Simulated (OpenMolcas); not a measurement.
**Rh III: the spin-orbit constant, worked from levels**

```
Program             : OpenMolcas
Basis               : ANO-RCC-VTZP [7s6p4d2f1g]
Scalar Hamiltonian  : DKH2, point nucleus
Active space        : 7 electrons in 10 orbitals (4d 5d)
State averaging     : 2S+1 = 4 even, 10 roots; 2S+1 = 2 even, 40 roots
Spin-orbit coupling : state interaction with AMFI integrals over the reference wave functions, term energies averaged over their components
```

Methods: CASSCF; MS-CASPT2, IPEA 0.25 Eh, imaginary shift 0.1 Eh (closed shells correlated: 4s 4p). Measured levels: the list in Shadmi, J. Res. Natl. Bur. Stand. 70A, 435 (1966).

**The spin-orbit constant.** For the Hund term ⁴F of d7, E(J) = (A/2) J(J+1) + constant and ζ = -2S·A = -3A. From J = 3/2 to J = 9/2 the energy changes by 10.5 A.

| Source | E(9/2) - E(3/2) | A | ζ |
| --- | --- | --- | --- |
| CASSCF | -4226.7 | -402.5 | 1208 |
| MS-CASPT2 | -4188.2 | -398.9 | 1197 |
| measured | -4322.0 | -411.6 | 1235 |

All in cm-1. MS-CASPT2 is off by -3.1 % and CASSCF by -2.2 %. Both methods take the spin-orbit matrix elements from the reference wave functions, so the second can move ζ only through the term energies and any multistate remixing. Second-order mixing with other terms is absorbed into this ζ.

CASPT2 breaks the degeneracy within a term, and the mean is taken; among the terms shown or strongly mixed into the levels shown the widest spread is 860 cm-1 (4d⁷ ⁴F, MS-CASPT2). Active for correlation alone: 5d; no level in the range computed is led by a configuration that fills it, so any true level of that kind is missing. Without dynamic correlation excited terms often stand tens of per cent too high (terms of higher spin than the ground term too low), and those without a measured partner can miss by more than the paired ones (holds for CASSCF). Computed and measured levels are paired by configuration, term and J; levels that our copy of the source lacks, or whose pairing is in doubt (as where it misses far off the trend of its configuration), stay unpaired and out of the deviations. Only configurations of the active space appear.
